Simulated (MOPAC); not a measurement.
MOPAC input (PM7):

```
PM7 PRECISE GNORM=0.05 LET XYZ GEO-OK AUX(PRECISION=9) THREADS=1
Ag2

Ag   -0.00000000 1   -0.00000000 1   -1.29830898 1
Ag    0.00000000 1    0.00000000 1    1.29830898 1
```

From the last part of the output:

```
                                                       MOPAC v23.2.5 Linux

          FINAL HEAT OF FORMATION =         29.02103 KCAL/MOL =     121.42399 KJ/MOL

          COSMO AREA              =         78.90 SQUARE ANGSTROMS
          COSMO VOLUME            =         60.73 CUBIC ANGSTROMS

          GRADIENT NORM           =          0.00647          =       0.00458 PER ATOM
          IONIZATION POTENTIAL    =         10.708374 EV
          HOMO LUMO ENERGIES (EV) =        -10.708  2.877
          NO. OF FILLED LEVELS    =         11
          MOLECULAR WEIGHT        =        215.7360         POINT GROUP:  D*h

          MOLECULAR DIMENSIONS (Angstroms)

            Atom       Atom       Distance
           Ag     2   Ag     1     2.28642
           Ag     2   Ag     1     0.00000
           Ag     1   Ag     2     0.00000

          SCF CALCULATIONS        =          6

   ATOM   CHEMICAL          X               Y               Z
  NUMBER   SYMBOL      (ANGSTROMS)     (ANGSTROMS)     (ANGSTROMS)

     1      Ag          0.00000000  *   0.00000000  *  -1.14321021  *
     2      Ag          0.00000000  *  -0.00000000  *   1.14321021  *

                             CARTESIAN COORDINATES

   1   Ag        0.000000000     0.000000000    -1.143210211
   2   Ag        0.000000000    -0.000000000     1.143210211

           Empirical Formula: Ag2  =     2 atoms

      MOLECULAR POINT GROUP   :   D*h

                  EIGENVALUES
 -19.38033 -17.06502 -17.06502 -16.06755 -16.06755 -15.88546 -15.88546 -15.35977
 -15.35977 -14.34589 -10.70837   2.87697  45.67533  52.34834  52.34834  58.63941
  58.63941  66.85389

              NET ATOMIC CHARGES AND DIPOLE CONTRIBUTIONS

  ATOM NO.   TYPE          CHARGE      No. of ELECS.   s-Pop       p-Pop       d-Pop
    1         Ag          -0.000000       11.0000     0.99520     0.02467     9.98014
    2         Ag           0.000000       11.0000     0.99520     0.02467     9.98014
 DIPOLE           X         Y         Z       TOTAL
 POINT-CHG.     0.000    -0.000     0.000     0.000
 HYBRID         0.000     0.000    -0.000     0.000
 SUM            0.000     0.000     0.000     0.000

          ATOMIC ORBITAL ELECTRON POPULATIONS

     Atom    s        px        py        pz      x^2-y^2     xz        z^2       yz        xy
    1 Ag   0.99520   0.00136   0.00136   0.02194   2.00000   1.99864   1.98286   1.99864   2.00000
    2 Ag   0.99520   0.00136   0.00136   0.02194   2.00000   1.99864   1.98286   1.99864   2.00000

 **********************
 *                    *
 * JOB ENDED NORMALLY *
 *                    *
 **********************

 == MOPAC DONE ==
```

The geometry given is a B3LYP-D3(BJ)/def2-TZVP minimum.
